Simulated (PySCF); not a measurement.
Deuteron quadrupole couplings in `[SiH3]OC1C[SiH2]C1`

Compound: C₃H₁₀OSi₂.
Geometry (PBE0-D3(BJ)/def2-SVP, Å), atoms numbered from 1 in this order:
```xyz
16
C3H10OSi2 angstrom
Si     2.6209    0.4778    0.0537
O      1.2665   -0.2544   -0.5857
C      0.0525   -0.4007    0.1042
C     -0.7436    0.8997    0.3695
Si    -2.3127   -0.1449    0.1477
C     -0.9883   -1.2201   -0.6812
H      2.9404   -0.1048    1.3963
H      2.4320    1.9531    0.2140
H      3.7327    0.2181   -0.8999
H      0.2368   -0.9019    1.0768
H     -0.6362    1.5722   -0.4987
H     -0.5023    1.4561    1.2856
H     -3.4256    0.4018   -0.6842
H     -2.8744   -0.7043    1.4138
H     -0.9134   -0.9496   -1.7476
H     -0.9275   -2.3121   -0.5854
```

Level: PBE0/pcSseg-1 (PySCF, non-relativistic); Q(2H) = 0.00286 b; rigid geometry, the same for H and D, with no vibrational averaging.

Task: Rank these positions by the coupling χzz of a deuteron there, largest first.
A. H13 (Si–H hydrogen)
B. H12 (methylene hydrogen)
C. H10 (methine hydrogen)
D. H7 (Si–H hydrogen)
E. H11 (methylene hydrogen)

Result: B (203 kHz), E (196 kHz), C (178 kHz), A (95 kHz), D (91 kHz).

Task: Give the electric field gradient Vzz (the principal value of largest size), its asymmetry and the 2H coupling at each hydrogen.

Result: 
```json
{"atom": "H7", "bonded to": "Si1", "bond length (Å)": "1.498", "Vzz (au)": "0.1350", "η": "0.04", "χzz (kHz)": "91"}
{"atom": "H8", "bonded to": "Si1", "bond length (Å)": "1.496", "Vzz (au)": "0.1363", "η": "0.03", "χzz (kHz)": "92"}
{"atom": "H9", "bonded to": "Si1", "bond length (Å)": "1.488", "Vzz (au)": "0.1416", "η": "0.03", "χzz (kHz)": "95"}
{"atom": "H10", "bonded to": "C3", "bond length (Å)": "1.110", "Vzz (au)": "0.2648", "η": "0.09", "χzz (kHz)": "178"}
{"atom": "H11", "bonded to": "C4", "bond length (Å)": "1.103", "Vzz (au)": "0.2916", "η": "0.05", "χzz (kHz)": "196"}
{"atom": "H12", "bonded to": "C4", "bond length (Å)": "1.099", "Vzz (au)": "0.3021", "η": "0.04", "χzz (kHz)": "203"}
{"atom": "H13", "bonded to": "Si5", "bond length (Å)": "1.493", "Vzz (au)": "0.1411", "η": "0.00", "χzz (kHz)": "95"}
{"atom": "H14", "bonded to": "Si5", "bond length (Å)": "1.494", "Vzz (au)": "0.1409", "η": "0.01", "χzz (kHz)": "95"}
{"atom": "H15", "bonded to": "C6", "bond length (Å)": "1.103", "Vzz (au)": "0.2924", "η": "0.06", "χzz (kHz)": "196"}
{"atom": "H16", "bonded to": "C6", "bond length (Å)": "1.098", "Vzz (au)": "0.3032", "η": "0.05", "χzz (kHz)": "204"}
```

Task: Average by the element that carries the hydrogen.

Result: on Si: 93 kHz over 5 positions, mean bond length 1.494 Å; on C: 195 kHz over 5 positions, mean bond length 1.102 Å.

Task: How does χzz go with the bond length over the 5 Si–H bonds?

Result: A straight-line fit has a slope of -4.4 kHz for each 0.01 Å, with a correlation coefficient of -0.83, over lengths from 1.488 to 1.498 Å. The longer bonds have the smaller couplings here.

One conformer (not necessarily the lowest) at the PBE0-D3(BJ)/def2-SVP geometry, without solvent, vibrations or thermal averaging. With so small a basis the couplings can be 20 % off.

These values come from a run that also computed NMR shieldings. The run took 19 s of wall time on one thread, Arm Neoverse V1 (aarch64), no GPU, shared host, and the process peaked at 0.92 GiB of memory.
